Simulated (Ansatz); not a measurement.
C$_{3}$H$_{10}$FNOSeZr (`C[O][Zr]([F])([SeH])[N](C)C`), relaxed with RKS PBE0-D4/def2-TZVP in Ansatz 0.2.0 from a GFN2-xTB geometry. The force threshold is 0.005 eV/Å; the program also tests the step.

Charge 0, multiplicity 1. Zr: def2 effective core potential.

Start:

```xyz
18

C     2.399   -1.258   -0.187
O     1.279   -0.539   -0.627
Zr    0.210   -0.007    0.812
F     1.160    1.056    2.042
Se   -0.409   -2.170    1.970
N    -1.424    0.902    0.107
C    -2.031   -0.021   -0.846
C    -0.897    2.080   -0.580
H     2.831   -0.799    0.732
H     3.171   -1.251   -0.968
H     2.125   -2.312    0.016
H     0.472   -2.068    3.096
H    -2.396   -0.910   -0.308
H    -1.312   -0.336   -1.641
H    -2.895    0.447   -1.343
H    -0.420    2.742    0.160
H    -0.156    1.803   -1.370
H    -1.710    2.643   -1.066
```

| step | energy (eV) | largest force (eV/Å) | largest move (Å) |
| --- | --- | --- | --- |
| 1 | -76148.9225 | 1.532 | 0.000 |
| 2 | -76149.2567 | 0.952 | 0.195 |
| 3 | -76149.4491 | 0.717 | 0.194 |
| 4 | -76149.5541 | 0.871 | 0.195 |
| 5 | -76149.6968 | 0.312 | 0.200 |
| 6 | -76149.7306 | 0.605 | 0.191 |
| 7 | -76149.7961 | 0.403 | 0.195 |
| 8 | -76149.8257 | 0.346 | 0.132 |
| 9 | -76149.8589 | 0.281 | 0.197 |
| 10 | -76149.8902 | 0.248 | 0.195 |
| 11 | -76149.9170 | 0.286 | 0.195 |
| 13 | -76149.9681 | 0.349 | 0.124 |
| 15 | -76149.9884 | 0.478 | 0.142 |
| 17 | -76150.0065 | 0.061 | 0.042 |
| 19 | -76150.0110 | 0.106 | 0.120 |
| 21 | -76150.0144 | 0.089 | 0.110 |
| 23 (rejected) | -76150.0138 | 0.157 | 0.113 |
| 25 | -76150.0170 | 0.022 | 0.025 |
| 27 | -76150.0173 | 0.020 | 0.024 |
| 29 | -76150.0174 | 0.012 | 0.012 |
| 31 | -76150.0174 | 0.002 | 0.002 |

End:

```xyz
18

C     2.512   -2.033   -0.221
O     1.651   -1.013    0.172
Zr    0.475    0.245    0.981
F     1.366    1.782    1.721
Se   -1.028   -0.922    2.771
N    -0.891    0.790   -0.381
C    -1.250    0.168   -1.630
C    -1.633    2.002   -0.108
H     3.541   -1.801    0.069
H     2.477   -2.158   -1.308
H     2.220   -2.979    0.247
H     0.116   -1.086    3.684
H    -0.657   -0.734   -1.795
H    -1.081    0.847   -2.478
H    -2.310   -0.117   -1.641
H    -1.325    2.447    0.845
H    -1.473    2.757   -0.889
H    -2.710    1.803   -0.041
```

It took 63 s on 4 threads of an AMD EPYC 7R13 on a shared host and a share of an NVIDIA H100 80 GB, with 1.1 GiB of host memory at the peak.
